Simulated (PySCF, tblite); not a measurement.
Isomers of C4H11FOSi3, one GFN2-xTB conformer each. Single-point energies are computed at PBE0/pcSseg-1 (PySCF, gas phase, no added dispersion term), electronic only.

**Question.** Rank them by PBE0/pcSseg-1 energy, lowest first (kcal/mol).
A. `[CH3:1][Si@@H:2]1[CH2:3][Si@@H:4]([C:5](=[O:6])[SiH3:7])[C@@H:8]1[F:9]` with C3–Si4–C5–O6 38°
B. `[CH2:1]=[C:2]([F:3])[Si:4]1([CH2:5][CH3:6])[SiH2:7][O:8][SiH2:9]1` with C1–C2–Si4–C5 7°, C2–Si4–C5–C6 71°
C. `[CH2:1]=[CH:2][SiH2:3]/[C:4]([F:5])=[CH:6]/[SiH2:7][O:8][SiH3:9]` with C1–C2–Si3–C4 121°, C2–Si3–C4–F5 -61°, C4–C6–Si7–O8 -175°, C6–Si7–O8–Si9 6°

**Answer.** B (0.0), C (11.8), A (44.1).

As drawn, the lowest has an Si–O bond, an Si–Si bond and a C=C bond outside aromatic rings, which the highest lacks; the highest has a C=O bond, which the lowest lacks. GFN2-xTB itself gives, in the same order: 13.4, 0.0, 81.5. GFN2-xTB puts C=C[SiH2]/C(F)=C/[SiH2]O[SiH3] lowest instead; measured from each level's own lowest isomer, the values differ by up to 37.4 kcal/mol (C[Si@@H]1C[Si@@H](C(=O)[SiH3])[C@@H]1F: 81.5 against 44.1).

**Question.** Which frontier levels, dipoles and rotational constants go with these structures?

**Answer.** 
```csv
SMILES,"HOMO (eV, PBE0/pcSseg-1)",LUMO (eV),dipole (D),"A, B, C (MHz)"
C=C(F)[Si]1(CC)[SiH2]O[SiH2]1,-7.27,-1.01,3.36,"1161, 772.8, 631.3"
C=C[SiH2]/C(F)=C/[SiH2]O[SiH3],-7.72,-0.88,1.89,"2509, 320.2, 298.1"
C[Si@@H]1C[Si@@H](C(=O)[SiH3])[C@@H]1F,-6.36,-1.98,1.60,"2066, 492.6, 450.7"
```

**Question.** What happens when harmonic zero-point energies from GFN2-xTB frequencies are added?

**Answer.** 
```json
{"SMILES": "C=C(F)[Si]1(CC)[SiH2]O[SiH2]1", "ZPE (kcal/mol)": "85.6", "electronic (kcal/mol)": "0.0", "with ZPE (kcal/mol)": "0.0"}
{"SMILES": "C=C[SiH2]/C(F)=C/[SiH2]O[SiH3]", "ZPE (kcal/mol)": "78.9", "electronic (kcal/mol)": "11.8", "with ZPE (kcal/mol)": "5.1"}
{"SMILES": "C[Si@@H]1C[Si@@H](C(=O)[SiH3])[C@@H]1F", "ZPE (kcal/mol)": "82.0", "electronic (kcal/mol)": "44.1", "with ZPE (kcal/mol)": "40.5"}
```

The zero-point energies span 6.7 kcal/mol. The order is unchanged.
